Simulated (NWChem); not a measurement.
Everything below was run with NWChem. System: oxalic acid (C$_{2}$H$_{2}$O$_{4}$), charge 0, spin multiplicity 1, at a geometry optimised with PBE0/def2-SVP. Level: G0W0@B3LYP/def2-TZVP, RI basis def2-tzvp-rifit, VWN1-RPA local correlation.

Input file:

```
start mol
memory heap 200 mb stack 700 mb global 1700 mb
geometry units angstroms nocenter noautoz
  O     -1.414662    -1.029398    -0.011104
  C     -0.116255    -0.758662     0.000838
  O      0.761524    -1.572528     0.011594
  C      0.116255     0.758662     0.000838
  O      1.414662     1.029398    -0.011104
  O     -0.761524     1.572528     0.011594
  H     -1.499669    -1.995605    -0.008947
  H      1.499669     1.995605    -0.008947
  symmetry group C2
end
basis spherical
  * library def2-tzvp
end
basis "ri basis" bse spherical
  * library def2-tzvp-rifit
end
dft
  xc b3lyp
  iterations 100
  direct
  tolerances tight
end
task dft energy
gw
  method cdgw
  states alpha occ 4 vir 2
end
task dft gw
```

Part of the output:

```
             Northwest Computational Chemistry Package (NWChem) 7.3.0
             --------------------------------------------------------

                                NWChem Input Module
                                -------------------

 Scaling coordinates for geometry "geometry" by  1.889725989
 (inverse scale =  0.529177249)

 Turning off AUTOSYM since
 SYMMETRY directive was detected!

                             Geometry "geometry" -> ""
                             -------------------------

 Output coordinates in angstroms (scale by  1.889725989 to convert to a.u.)

  No.       Tag          Charge          X              Y              Z
 ---- ---------------- ---------- -------------- -------------- --------------
    1 O                    8.0000    -1.41466200    -1.02939800    -0.01110400
    2 C                    6.0000    -0.11625500    -0.75866200     0.00083800
    3 O                    8.0000     0.76152400    -1.57252800     0.01159400
    4 C                    6.0000     0.11625500     0.75866200     0.00083800
    5 O                    8.0000     1.41466200     1.02939800    -0.01110400
    6 O                    8.0000    -0.76152400     1.57252800     0.01159400
    7 H                    1.0000    -1.49966900    -1.99560500    -0.00894700
    8 H                    1.0000     1.49966900     1.99560500    -0.00894700

 Effective nuclear repulsion energy (a.u.)     232.8133718353

            Nuclear Dipole moment (a.u.)
            ----------------------------
        X                 Y               Z
 ---------------- ---------------- ----------------
     0.0000000000     0.0000000000     0.0000037795

      Symmetry information
      --------------------

 Group name             C2
 Group number              4
 Group order               2
 No. of unique centers     4

      Symmetry unique atoms

     1    2    3    7


 Summary of "ao basis" -> "" (spherical)
 ------------------------------------------------------------------------------
       Tag                 Description            Shells   Functions and Types
 ---------------- ------------------------------  ------  ---------------------
 *                         def2-tzvp                  on all atoms

 new library libraries.bse/

 Summary of "ri basis" -> "" (spherical)
 ------------------------------------------------------------------------------
       Tag                 Description            Shells   Functions and Types
 ---------------- ------------------------------  ------  ---------------------
 *                      def2-tzvp-rifit               on all atoms

                                 NWChem DFT Module
                                 -----------------

 Summary of "ao basis" -> "ao basis" (spherical)
 ------------------------------------------------------------------------------
       Tag                 Description            Shells   Functions and Types
 ---------------- ------------------------------  ------  ---------------------
 O                         def2-tzvp                11       31   5s3p2d1f
 C                         def2-tzvp                11       31   5s3p2d1f
 H                         def2-tzvp                 4        6   3s1p

 Summary of "ao basis" -> "ao basis" (spherical)
 ------------------------------------------------------------------------------
       Tag                 Description            Shells   Functions and Types
 ---------------- ------------------------------  ------  ---------------------
 O                         def2-tzvp                11       31   5s3p2d1f
 C                         def2-tzvp                11       31   5s3p2d1f
 H                         def2-tzvp                 4        6   3s1p

      Symmetry analysis of basis
      --------------------------

        a          99
        b          99

            General Information
            -------------------
          SCF calculation type: DFT
          Wavefunction type:  closed shell.
          No. of atoms     :     8
          No. of electrons :    46
           Alpha electrons :    23
            Beta electrons :    23
          Charge           :     0
          Spin multiplicity:     1
          Use of symmetry is: on ; symmetry adaption is: on
          Maximum number of iterations: 100
          This is a Direct SCF calculation.
          AO basis - number of functions:   198
                     number of shells:    74
          Convergence on energy requested:  1.00D-06
          Convergence on density requested:  1.00D-05
          Convergence on gradient requested:  5.00D-04

              XC Information
              --------------
                         B3LYP Method XC Potential
                     Hartree-Fock (Exact) Exchange  0.200
                        Slater Exchange Functional  0.800 local
                    Becke 1988 Exchange Functional  0.720 non-local
              Lee-Yang-Parr Correlation Functional  0.810
                  VWN I RPA Correlation Functional  0.190 local

             Grid Information
             ----------------
          Grid used for XC integration:  medium
          Radial quadrature: Mura-Knowles
          Angular quadrature: Lebedev.
          Tag              B.-S. Rad. Rad. Pts. Rad. Cut. Ang. Pts.
          ---              ---------- --------- --------- ---------
          O                   0.60       49          11.0       434
          C                   0.70       49          10.0       434
          H                   0.35       45          12.0       434
          Grid pruning is: on
          Number of quadrature shells:   192
[...]
      ------------------------------

 Total energy =    -378.074461
 1-e energy   =    -977.006506
 2-e energy   =     366.118673
 HOMO         =      -0.362055
 LUMO         =      -0.055525

      Symmetry analysis of molecular orbitals - initial
      -------------------------------------------------

  Numbering of irreducible representations:

     1 a           2 b

  Orbital symmetries:

     1 b           2 a           3 b           4 a           5 a
     6 b           7 a           8 b           9 b          10 a
    11 a          12 b          13 b          14 a          15 a
    16 a          17 b          18 b          19 a          20 b
    21 b          22 a          23 a          24 a          25 b
    26 a          27 b          28 a          29 b          30 b
    31 a          32 a          33 b

   convergence    iter        energy       DeltaE   RMS-Dens  Diis-err    time
 ---------------- ----- ----------------- --------- --------- ---------  ------
 d= 0,ls=0.0,diis     1   -378.2327197233 -6.11D+02  9.31D-03  2.62D+00     4.1
 d= 0,ls=0.0,diis     2   -377.5519760109  6.81D-01  6.15D-03  1.04D+01     7.3
 d= 0,ls=0.0,diis     3   -378.4710422951 -9.19D-01  1.69D-03  2.34D-01    10.6
 d= 0,ls=0.0,diis     4   -378.4781527401 -7.11D-03  7.55D-04  1.57D-01    13.8
 d= 0,ls=0.0,diis     5   -378.4913211949 -1.32D-02  9.54D-05  1.81D-03    16.9
 d= 0,ls=0.0,diis     6   -378.4914652636 -1.44D-04  2.58D-05  4.40D-05    20.1
 d= 0,ls=0.0,diis     7   -378.4914691738 -3.91D-06  8.87D-06  5.59D-06    23.3
 d= 0,ls=0.0,diis     8   -378.4914697208 -5.47D-07  7.89D-07  6.24D-08    26.5

         Total DFT energy =     -378.491469720845
      One electron energy =     -979.897795072943
           Coulomb energy =      414.590974659597
    Exchange-Corr. energy =      -45.998021142842
 Nuclear repulsion energy =      232.813371835343

 Numeric. integr. density =       46.000004769839

     Total iterative time =     25.6s

                  Occupations of the irreducible representations
                  ----------------------------------------------

                     irrep           alpha         beta
                     --------     --------     --------
                     a                12.0         12.0
                     b                11.0         11.0

                       DFT Final Molecular Orbital Analysis
                       ------------------------------------

 Vector   21  Occ=2.000000D+00  E=-3.550077D-01  Symmetry=a
              MO Center= -4.8D-13, -1.9D-12, -1.5D-03, r^2= 3.5D+00
   Bfn.  Coefficient  Atom+Function         Bfn.  Coefficient  Atom+Function
  ----- ------------  ---------------      ----- ------------  ---------------
     8      0.266242  1 O  pz               132      0.266242  5 O  pz
    11      0.221058  1 O  pz               135      0.221058  5 O  pz
    70     -0.219743  3 O  pz               163     -0.219743  6 O  pz
    73     -0.179958  3 O  pz               166     -0.179958  6 O  pz
    14      0.169176  1 O  pz               138      0.169176  5 O  pz

 Vector   22  Occ=2.000000D+00  E=-3.531113D-01  Symmetry=b
              MO Center= -6.5D-14,  2.7D-13,  7.2D-03, r^2= 3.5D+00
   Bfn.  Coefficient  Atom+Function         Bfn.  Coefficient  Atom+Function
  ----- ------------  ---------------      ----- ------------  ---------------
    68      0.248820  3 O  px               161      0.248820  6 O  px
    71      0.201339  3 O  px               164      0.201339  6 O  px
    69      0.186186  3 O  py               162      0.186186  6 O  py
    72      0.151786  3 O  py               165      0.151786  6 O  py
    74      0.132372  3 O  px               167      0.132372  6 O  px

 Vector   23  Occ=2.000000D+00  E=-2.946982D-01  Symmetry=a
              MO Center=  9.7D-14, -2.7D-13,  7.4D-03, r^2= 3.5D+00
   Bfn.  Coefficient  Atom+Function         Bfn.  Coefficient  Atom+Function
  ----- ------------  ---------------      ----- ------------  ---------------
    69      0.252592  3 O  py               162     -0.252592  6 O  py
    72      0.202973  3 O  py               165     -0.202973  6 O  py
    68      0.194470  3 O  px               161     -0.194470  6 O  px
    75      0.159788  3 O  py               168     -0.159788  6 O  py
    71      0.157968  3 O  px               164     -0.157968  6 O  px

 Vector   24  Occ=0.000000D+00  E=-8.421537D-02  Symmetry=a
              MO Center=  1.2D-14,  3.4D-15,  2.1D-03, r^2= 2.6D+00
   Bfn.  Coefficient  Atom+Function         Bfn.  Coefficient  Atom+Function
  ----- ------------  ---------------      ----- ------------  ---------------
    42      0.273764  2 C  pz               104      0.273764  4 C  pz
    39      0.245690  2 C  pz               101      0.245690  4 C  pz
    76     -0.242471  3 O  pz               169     -0.242471  6 O  pz
    70     -0.230252  3 O  pz               163     -0.230252  6 O  pz
    45      0.203171  2 C  pz               107      0.203171  4 C  pz

 Vector   25  Occ=0.000000D+00  E= 1.416453D-02  Symmetry=b
              MO Center=  7.9D-13,  1.2D-12, -7.9D-03, r^2= 1.0D+01
   Bfn.  Coefficient  Atom+Function         Bfn.  Coefficient  Atom+Function
  ----- ------------  ---------------      ----- ------------  ---------------
   189      1.159005  7 H  s                195     -1.159005  8 H  s
    36      0.872774  2 C  s                 98     -0.872774  4 C  s
     5     -0.669013  1 O  s                129      0.669013  5 O  s
    44      0.459747  2 C  py               106      0.459747  4 C  py
    13      0.279535  1 O  py               137      0.279535  5 O  py

 Vector   26  Occ=0.000000D+00  E= 1.998256D-02  Symmetry=a
              MO Center= -7.7D-13, -1.2D-12, -7.5D-03, r^2= 9.8D+00
   Bfn.  Coefficient  Atom+Function         Bfn.  Coefficient  Atom+Function
  ----- ------------  ---------------      ----- ------------  ---------------
   189      1.055469  7 H  s                195      1.055469  8 H  s
     5     -0.570585  1 O  s                129     -0.570585  5 O  s
    67     -0.566057  3 O  s                160     -0.566057  6 O  s
    36      0.356876  2 C  s                 98      0.356876  4 C  s
    43      0.333017  2 C  px               105     -0.333017  4 C  px

 center of mass
 --------------
 x =   0.00000000 y =   0.00000000 z =   0.00037278

 moments of inertia (a.u.)
 ------------------
         481.570308516779         -58.657916671340           0.000000000000
         -58.657916671340         312.245704477445           0.000000000000
           0.000000000000           0.000000000000         793.755882645860

     Multipole analysis of the density
     ---------------------------------

     L   x y z        total         alpha         beta         nuclear
     -   - - -        -----         -----         ----         -------
     0   0 0 0     -0.000000    -23.000000    -23.000000     46.000000

     1   1 0 0     -0.000000     -0.000000     -0.000000      0.000000
     1   0 1 0      0.000000      0.000000      0.000000      0.000000
     1   0 0 1     -0.011588     -0.005796     -0.005796      0.000004

     2   2 0 0    -26.292034    -95.207637    -95.207637    164.123241
     2   1 1 0      8.100590    -15.918367    -15.918367     39.937325
     2   1 0 1      0.000000      0.000000      0.000000     -0.000000
     2   0 2 0    -21.688956   -138.316775   -138.316775    254.944594
     2   0 1 1     -0.000000     -0.000000     -0.000000      0.000000
     2   0 0 2    -23.707408    -11.861368    -11.861368      0.015327

 Task  times  cpu:       26.5s     wall:       26.5s

                                NWChem Input Module
                                -------------------

                                 NWChem GW Module
                                 ----------------

                             ***********************
                             ***        GW       ***
                             ***********************

 Summary of "ri basis" -> "ri basis" (spherical)
 ------------------------------------------------------------------------------
       Tag                 Description            Shells   Functions and Types
 ---------------- ------------------------------  ------  ---------------------
 O                      def2-tzvp-rifit             22       76   8s6p4d3f1g
 C                      def2-tzvp-rifit             22       76   8s6p4d3f1g
 H                      def2-tzvp-rifit              7       15   4s2p1d

                 Memory Information
                 ------------------
          Available GA per process is          1699.7 MBs
          Available stack per process is        700.0 MBs
          Available heap per process is           0.9 MBs

          Peak memory in Initialization
              Peak GA per process is                 20.5 MBs
              Peak stack per process is               0.5 MBs
              Peak heap per process is               21.1 MBs
              Memory not in MA per process            0.0 MBs

          Peak memory in CDGW Calculation
              Peak GA per process is                 24.3 MBs
              Peak stack per process is               3.6 MBs
              Peak heap per process is                4.2 MBs
              Memory not in MA per process            0.0 MBs

          Computing 2-center integrals
          Computing Inverse Cholesky factor
          Computing 3-center integrals
          Computing Vxc

          Computing Sigma_x
          Computing W(iw) on the imaginary grid
          Solving quasiparticle equations

                  Alpha Orbitals
          State     Energy (eV)     Error (eV)
          -----------------------------------
@GW        20        -12.304           0.001
@GW        21        -12.103           0.001
@GW        22        -12.042           0.002
@GW        23        -10.403           0.002
@GW        24          0.396           0.005
@GW        25          2.690           0.002

     GW Timing Statistics
   ------------------------
   Init.   :          0.1s
     ERIs  :          2.3s
     Distr.:          0.0s
     Vxc   :          2.7s
   Vmo     :          0.0s
   iW      :          4.6s
   I_n     :          0.0s
   R_n     :          0.7s
   GW total:         10.4s

 Task  times  cpu:       10.4s     wall:       10.4s

 Total times  cpu:       37.0s     wall:       37.0s
```
